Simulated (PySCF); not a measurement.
Al(CF3)(F)(OH) (CHAlF4O), SMILES [OH][Al]([F])[C](F)(F)F.

Geometry optimised at PBE0-D3(BJ)/def2-SVP. One conformer was computed; it need not be the lowest.

Two levels are set side by side: TDA-PBE/def2-SVPD (PySCF) and TDA-PBE0/def2-SVPD (PySCF). Vertical, same geometry. The lowest singlet is HOMO→LUMO 92 % with PBE and HOMO→LUMO+1 75 %, HOMO−1→LUMO 23 % with the other functional; states are paired by order. Differences are taken from unrounded values.

```json
[
 {"quantity": "lowest singlet excitation (eV)", "TDA-PBE": "6.47"},
 {"quantity": "lowest triplet excitation (TDA) (eV)", "TDA-PBE": "5.75"},
 {"quantity": "first bright state (f over 0.05) (eV)", "TDA-PBE": "6.47"},
 {"quantity": "its oscillator strength", "TDA-PBE": "0.10"}
]
```

Question: These are the TDA-PBE values. What does TDA-PBE0 give? (The exact figures need the calculation; the answer reports its results.)

Answer: 
```csv
quantity,TDA-PBE0,TDA-PBE minus TDA-PBE0
lowest singlet excitation (eV),7.37,-0.90
lowest triplet excitation (TDA) (eV),6.50,-0.74
first bright state (f over 0.05) (eV),7.48,-1.01
its oscillator strength,0.10,0.00
```

Functionals without exact exchange tend to place singlet excitations lower, as here. Differences between two approximate levels are no errors against the true value.

Rough cost on one machine, each run with all the roots and properties that it gave: TDA-PBE0 against TDA-PBE about 2 times.
